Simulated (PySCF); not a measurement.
Below is a simulated gas-phase N 1s photoelectron spectrum of `[NH2][GeH2][NH]C=O`.

Every computed line was given a Gaussian of 0.6 eV full width at half maximum and an area set by the number of equivalent atoms; the highest printed point is 100. The calculation used delta-SCF UKS SCAN, pcX-2 on the ionised atom, pcseg-1 elsewhere, spin-free X2C in PySCF 2.14.0.

binding energy (eV), intensity and a bar:
```
    403.7          1 
    403.8          2 
    403.9          6 #
    404.0         13 ####
    404.1         27 ########
    404.2         47 ##############
    404.3         70 #####################
    404.4         90 ###########################
    404.5        100 ##############################
    404.6         96 #############################
    404.7         82 #########################
    404.8         67 ####################
    404.9         61 ##################
    405.0         66 ####################
    405.1         81 ########################
    405.2         95 ############################
    405.3        100 ##############################
    405.4         92 ###########################
    405.5         72 ######################
    405.6         49 ###############
    405.7         28 ########
    405.8         14 ####
    405.9          6 ##
    406.0          2 
    406.1          1
```

Count the maxima, the lines and the sites behind this envelope.

The curve has 2 maxima (at 404.5 and 405.3 eV). Under it lie 2 lines from 2 inequivalent nitrogen sites.

Decompose the envelope and assign each component. Numbering: `[NH2:1][GeH2:2][NH:3][CH:4]=[O:5]`.

```tsv
position (eV)	relative area	line	atoms	environment
404.51	1	N 1s	N1	nitrogen bonded to Ge and 2 H
405.30	1	N 1s	N3	amide nitrogen
```

Above which line width would these two lines show one maximum?

Two equal Gaussians merge once their distance is under 2σ = FWHM/1.177. With 0.78 eV between them that is a full width over 0.92 eV.

The listed N 1s values span 0.79 eV, from N1 (bonded to 2 H and Ge) to N3 (bonded to C, H and Ge).

The curve has no shake-up lines and no vibrational structure. One conformer (not necessarily the lowest) at the PBE0-D3(BJ)/def2-SVP geometry, without solvent, vibrations or thermal averaging.

Shape of the structure used: `[NH2:1][GeH2:2][NH:3][CH:4]=[O:5]`: N1–Ge2–N3–C4 -58°, Ge2–N3–C4–O5 -1°, H–N1–Ge2–N3 64°, H–N1–Ge2–N3 -171°.
